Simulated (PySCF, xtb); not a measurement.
I2, SMILES II (connectivity only; charge and spin as stated), charge +1, multiplicity 2.

Harmonic wavenumbers (cm⁻¹) from GFN2-xTB (xtb) at its own minimum, in rising order: 268.

What does PBE0-D3(BJ)/def2-TZVP run with PySCF give at its own minimum? (An estimate is asked for; the answer gives what the named calculation found.)

255. Paired by order, the mean absolute difference is 13 cm⁻¹ and the zero-point energies are 0.4 and 0.4 kcal/mol.
